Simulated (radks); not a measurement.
Results of a calculation; reference values are marked as such.
Mean orbital radii <r> (bohr) of neutral neon, [Ne], at several levels of relativity; Dirac values are averaged over j with weights 2j + 1. Spin-unpolarised spherical Kohn-Sham, PBE, point nucleus unless stated (finite: rms radius 3.0055 fm), a radial shooting solver on a logarithmic mesh with Libxc functionals. A level marked "c x" has the speed of light scaled by that factor and shares open shells by 2j + 1; other Dirac levels either fill j = l - 1/2 first or share by 2j + 1.

| shell | non-rel. | Dirac, low j first | Dirac, 2j+1 shares, finite nucleus | Dirac, c x 100 | change of magnitude, last against first (%) |
|---|---|---|---|---|---|
| 1s | 0.1582 | 0.1579 | 0.1579 | 0.1582 | 0.00 |
| 2s | 0.8987 | 0.8969 | 0.8969 | 0.8987 | 0.00 |
| 2p | 0.9816 | 0.9815 | 0.9815 | 0.9816 | 0.00 |
